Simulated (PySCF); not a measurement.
# Dipole moment and polarisability of `CC#[C][GeH2][NH]C`

Species: C4H9GeN.
Cartesian coordinates in Å at the PBE0-D3(BJ)/def2-SVP level; atoms count from 1:
```
atom  x, y, z in Å
C1     3.705    0.004   -0.179
C2     2.290   -0.068   -0.493
C3     1.100   -0.122   -0.751
Ge4   -0.748   -0.228   -1.153
N5    -1.643    0.246    0.372
C6    -3.085    0.250    0.411
H7     4.089   -0.973    0.152
H8     4.289    0.314   -1.061
H9     3.894    0.734    0.623
H10   -1.136    0.778   -2.250
H11   -1.058   -1.663   -1.649
H12   -1.218   -0.117    1.220
H13   -3.451    0.833    1.273
H14   -3.483    0.746   -0.490
H15   -3.559   -0.752    0.464
```

Level: CAM-B3LYP/def2-SVPD (PySCF), static field, nuclei fixed, core orbitals frozen in the response. The polarisability tensor in these axes (au):

```
x   120.99  -0.03   2.52
y    -0.03  69.91   2.09
z     2.52   2.09  74.82
```

Question: Diagonalise the tensor; give its mean and Δα, where Δα² is half the sum of the squared differences of the eigenvalues.

Answer: Principal values 69.12, 75.47 and 121.12 au; mean 88.57 au = 13.13 Å³ = 14.60 × 10⁻⁴⁰ C²·m²/J; Δα = 49.13 au (55 % of the mean).

Question: What is the dipole moment, and where does it point?

Answer: (0.83, -0.47, 0.74) D, 1.21 D in size, pointing from the negative to the positive side. Measured along this direction, the outermost atoms are H14 at the negative end and H7 at the positive end.

Question: What depolarisation ratio follows for Rayleigh scattering of linearly polarised light, taking the static tensor?

Answer: ρ = 3Δα²/(45ᾱ² + 4Δα²) = 7242.1/(353035 + 9656.2) = 0.02.

Question: In TDDFT the mean static polarisability is Σ f/ω² over all singlet excitations (ω in hartree). How much of it do the 6 lowest give? Their energies (eV) and oscillator strengths: 5.71, 0.0062; 5.96, 0.0005; 6.27, 0.0041; 6.35, 0.0006; 6.61, 0.0214; 6.70, 0.0103.

Answer: They add up to 0.77 au, 0.9 % of the 88.57 au; the largest single term is 0.36 au, from the state at 6.61 eV. Terms in order: 0.14, 0.01, 0.08, 0.01, 0.36, 0.17 au. Higher excitations give the rest. The strengths listed sum to 0.043.

Question: What are the principal values of the traceless quadrupole moment, Θ = ½Σq(3rr − r²1), about the centre of nuclear charge?

Answer: -8.97, -2.40, 11.37 D·Å. The values depend on the origin, since the dipole doesn't vanish. The electronic extent ⟨r²⟩ about the same centre is 1356 bohr², a root-mean-square distance of 2.30 Å for the 72 electrons.

Question: What would n − 1 = 2πNα be for an ideal gas of these molecules at 298.15 K and 1 atm, electronic part alone?

Answer: N = p/kT = 2.4615 × 10¹⁹ cm⁻³, so n − 1 = 2π × N × 13.13 × 10⁻²⁴ cm³ = 2030 × 10⁻⁶ at long wavelengths.

One conformer (not necessarily the lowest) at the PBE0-D3(BJ)/def2-SVP geometry, without solvent, vibrations or thermal averaging. The calculation is non-relativistic, for germanium too.
